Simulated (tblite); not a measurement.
C₈H₁₅P.
SMILES with atom numbers: `[CH3:1][CH:2]([CH3:3])[PH:4][C:5]1=[CH:6][CH2:7][CH2:8][CH2:9]1` (hydrogens: H10, H11, H12 on C1; H13 on C2; H14, H15, H16 on C3; H17 on P4; H18 on C6; H19, H20 on C7; H21, H22 on C8; H23, H24 on C9)

Computed with GFN2-xTB (tblite), gas phase: L-BFGS steps from a force-field or distance-geometry start until the largest atomic force falls under 0.01 eV/Å.

The end geometry, which sets the zero of energy:
```
atom  x, y, z in Å
C1     -3.2617   -0.5672    0.1146
C2     -1.8499   -0.0446   -0.1253
C3     -1.8669    1.4293   -0.5126
P4     -0.8340   -0.2552    1.4503
C5      0.8170   -0.0983    0.7064
C6      1.5675    0.9987    0.7375
C7      2.8857    0.8075    0.0532
C8      2.7216   -0.5399   -0.6718
C9      1.5291   -1.2298    0.0093
H10    -3.8708   -0.4390   -0.7793
H11    -3.2465   -1.6248    0.3735
H12    -3.7320   -0.0225    0.9315
H13    -1.3757   -0.6236   -0.9272
H14    -2.4380    1.5798   -1.4277
H15    -2.3242    2.0202    0.2795
H16    -0.8536    1.7947   -0.6731
H17    -0.8474   -1.6585    1.3920
H18     1.3026    1.9275    1.2138
H19     3.1183    1.6226   -0.6340
H20     3.6856    0.7688    0.7984
H21     3.6256   -1.1442   -0.6232
H22     2.4910   -0.3636   -1.7232
H23     0.8871   -1.7480   -0.7050
H24     1.8580   -1.9645    0.7500
```

Question: These geometries come from the run, each turned onto the end geometry. Order them by energy, lowest first.
A.
```
atom  x, y, z in Å
C1     -3.2790   -0.5528    0.1308
C2     -1.8725   -0.0177   -0.1324
C3     -1.9181    1.4608   -0.5139
P4     -0.8137   -0.2751    1.3951
C5      0.8500   -0.1369    0.6812
C6      1.5710    0.9795    0.7078
C7      2.9172    0.7979    0.0762
C8      2.7645   -0.5394   -0.6609
C9      1.6011   -1.2617    0.0269
H10    -3.9009   -0.4304   -0.7573
H11    -3.2653   -1.6163    0.3775
H12    -3.7678   -0.0244    0.9508
H13    -1.4336   -0.5932   -0.9500
H14    -2.5482    1.5947   -1.3943
H15    -2.3257    2.0774    0.2905
H16    -0.9265    1.8441   -0.7548
H17    -0.9085   -1.6886    1.4097
H18     1.2665    1.9109    1.1578
H19     3.1569    1.6045   -0.6164
H20     3.6970    0.7444    0.8451
H21     3.6753   -1.1264   -0.6352
H22     2.5097   -0.3525   -1.7049
H23     0.9909   -1.7963   -0.6989
H24     1.9481   -1.9771    0.7772
```
B.
```
atom  x, y, z in Å
C1     -3.2800   -0.5551    0.1278
C2     -1.8761   -0.0228   -0.1355
C3     -1.9155    1.4519   -0.5159
P4     -0.8266   -0.2518    1.4176
C5      0.8310   -0.1263    0.6772
C6      1.5682    0.9802    0.7126
C7      2.9066    0.7969    0.0704
C8      2.7599   -0.5454   -0.6663
C9      1.5818   -1.2586    0.0176
H10    -3.9009   -0.4276   -0.7569
H11    -3.2543   -1.6127    0.3817
H12    -3.7427   -0.0153    0.9515
H13    -1.4117   -0.5938   -0.9488
H14    -2.5424    1.5962   -1.3944
H15    -2.3256    2.0418    0.3024
H16    -0.9139    1.8143   -0.7398
H17    -0.8754   -1.6522    1.3542
H18     1.2763    1.9104    1.1687
H19     3.1598    1.6171   -0.6021
H20     3.6817    0.7543    0.8420
H21     3.6744   -1.1336   -0.6343
H22     2.5187   -0.3616   -1.7142
H23     0.9663   -1.8182   -0.6889
H24     1.9287   -1.9626    0.7808
```
C.
```
atom  x, y, z in Å
C1     -3.2733   -0.5605    0.1252
C2     -1.8669   -0.0344   -0.1421
C3     -1.8995    1.4436   -0.5139
P4     -0.8333   -0.2690    1.4172
C5      0.8198   -0.1036    0.6798
C6      1.5668    0.9961    0.7163
C7      2.9019    0.7997    0.0653
C8      2.7455   -0.5452   -0.6655
C9      1.5591   -1.2408    0.0198
H10    -3.9024   -0.4357   -0.7557
H11    -3.2495   -1.6179    0.3854
H12    -3.7258   -0.0157    0.9529
H13    -1.4093   -0.6048   -0.9598
H14    -2.5151    1.6004   -1.3992
H15    -2.3179    2.0268    0.3057
H16    -0.8957    1.8116   -0.7217
H17    -0.8500   -1.6710    1.3333
H18     1.2914    1.9290    1.1785
H19     3.1629    1.6136   -0.6132
H20     3.6806    0.7506    0.8332
H21     3.6531   -1.1446   -0.6215
H22     2.5106   -0.3663   -1.7163
H23     0.9388   -1.7952   -0.6862
H24     1.8962   -1.9414    0.7901
```
D.
```
atom  x, y, z in Å
C1     -3.2847   -0.5543    0.1278
C2     -1.8783   -0.0209   -0.1312
C3     -1.9168    1.4559   -0.5171
P4     -0.8280   -0.2622    1.4299
C5      0.8342   -0.1347    0.6838
C6      1.5698    0.9744    0.7165
C7      2.9106    0.7968    0.0704
C8      2.7707   -0.5453   -0.6640
C9      1.5935   -1.2617    0.0198
H10    -3.9016   -0.4276   -0.7614
H11    -3.2575   -1.6135    0.3802
H12    -3.7557   -0.0203    0.9524
H13    -1.4276   -0.5893   -0.9558
H14    -2.5491    1.5958   -1.3946
H15    -2.3253    2.0596    0.2932
H16    -0.9212    1.8322   -0.7495
H17    -0.8933   -1.6667    1.3835
H18     1.2695    1.9101    1.1585
H19     3.1658    1.6132   -0.6076
H20     3.6886    0.7535    0.8388
H21     3.6888   -1.1333   -0.6386
H22     2.5123   -0.3536   -1.7070
H23     0.9807   -1.8106   -0.6963
H24     1.9429   -1.9719    0.7758
```
E.
```
atom  x, y, z in Å
C1     -3.2685   -0.5527    0.1286
C2     -1.8696   -0.0160   -0.1344
C3     -1.9099    1.4518   -0.5120
P4     -0.8106   -0.2764    1.3830
C5      0.8508   -0.1401    0.6821
C6      1.5726    0.9824    0.7057
C7      2.9164    0.7955    0.0716
C8      2.7628   -0.5346   -0.6522
C9      1.5985   -1.2640    0.0263
H10    -3.9039   -0.4307   -0.7595
H11    -3.2673   -1.6188    0.3777
H12    -3.7729   -0.0223    0.9547
H13    -1.4367   -0.5909   -0.9438
H14    -2.5513    1.5958   -1.3987
H15    -2.3284    2.0838    0.2944
H16    -0.9296    1.8452   -0.7552
H17    -0.9106   -1.6922    1.4138
H18     1.2661    1.9113    1.1582
H19     3.1549    1.6027   -0.6168
H20     3.7003    0.7428    0.8484
H21     3.6736   -1.1257   -0.6352
H22     2.5090   -0.3520   -1.7090
H23     0.9941   -1.7926   -0.6969
H24     1.9486   -1.9770    0.7769
```

Answer: C (0.003 eV), B (0.008 eV), D (0.016 eV), A (0.048 eV), E (0.091 eV).

In the order of the answer:

```csv
step,E above end (eV),largest force (eV/Å),rms force component (eV/Å),rms distance from end (Å),rms bond change (Å),bond most changed (Å)
23,0.003,0.03,0.010,0.042,0.001,C2–P4 -0.001
11,0.008,0.07,0.019,0.055,0.001,C5–C9 +0.002
5,0.016,0.20,0.038,0.061,0.003,C2–P4 +0.010
1,0.048,0.58,0.113,0.066,0.004,P4–H17 +0.012
0,0.091,0.88,0.255,0.067,0.010,C3–H15 +0.018
```

The cost below is that of the whole relaxation. Hardware: an AMD EPYC 9R45 with one thread (shared host). Cost: 0.29 s.
